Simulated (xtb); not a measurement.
propylene glycol (C$_{3}$H$_{8}$O$_{2}$), singlet, geometry from GFN2-xTB. Base run: xtb 6.7.1 with GFN2-xTB.

Here is a job for xtb.
```
$ xtb mol.xyz --gfn 2 --json

# file mol.xyz
13

C      1.83324331     0.13638099     0.35090210
C      0.42691443     0.30654220    -0.21207806
O     -0.28124422     1.34971891     0.43155499
C     -0.38814764    -0.99223231    -0.10847029
O     -1.67642873    -0.82208827    -0.63781928
H      2.36667096     1.08275455     0.30757844
H      1.78849069    -0.19345144     1.38820166
H      2.38133734    -0.60316406    -0.22521041
H      0.47213216     0.61355869    -1.26229834
H     -0.25594914     1.19385292     1.38370519
H      0.09000513    -1.79465989    -0.67338889
H     -0.44945832    -1.29548663     0.95090902
H     -1.96390590     0.07140544    -0.40150486
```

The base run was repeated with changes; each row names its change, and settings that it needs were set with it.

| change | ΔE vs base (mEh) | HOMO-LUMO gap (eV) | dipole (D) | SCF cycles |
|---|---|---|---|---|
| base | 0.000 | 11.83 | 2.76 | 10 |
| etemp = 3000 | 0.000 | 11.83 | 2.76 | 10 |
| gbsa = methanol | -11.830 | 11.94 | 3.04 | 10 |
| etemp = 1000 | 0.000 | 11.83 | 2.76 | 10 |
| acc = 30 | 0.000 | 11.83 | 2.76 | 7 |
| acc = 0.0001 | 0.000 | 11.83 | 2.76 | 16 |

ALPB and GBSA are two models with their own fitted parameters for each solvent, which aren't always the measured dielectric constant.
